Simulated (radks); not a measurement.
The mean radii <r> (bohr) of the occupied orbitals of an atom or ion are listed with their occupations. Calculated with a radial shooting solver on a logarithmic mesh with Libxc functionals: scalar-relativistic Kohn-Sham, LDA (Slater exchange, Perdew-Wang correlation), spin-polarised, spherical densities, finite nucleus; Fermi nuclear charge, rms radius of each element as measured or else 0.836 A^(1/3) + 0.57 fm.

orbital  occ.      <r>
1s up       1  0.02560
1s down     1  0.02560
2s up       1   0.1098
2s down     1   0.1098
2p up       3  0.09622
2p down     3  0.09622
3s up       1   0.2924
3s down     1   0.2924
3p up       3   0.2902
3p down     3   0.2902
3d up       5   0.2667
3d down     5   0.2667
4s up       1   0.6737
4s down     1   0.6733
4p up       3   0.7151
4p down     3   0.7142
4d up       5   0.7979
4d down     5   0.7943
5s up       1    1.557
5s down     1    1.551
5p up       3    1.750
6p up       2    3.714

Name the element and its charge. Open shells, if any, are filled with parallel spins first.

Answer. Z = 56, barium, charge +3: Ba3+ in [Kr] 4d10 5s2 5p3 6p2. The 1s radius gives Z: for a bare nucleus <r> = (2 gamma + 1)/(2Z) with gamma = sqrt(1 - (Z/c)^2), 0.02523 bohr for Z = 56, and screening makes it slightly larger (0.02560 here). The occupations add up to 53, and the charge is Z minus that.
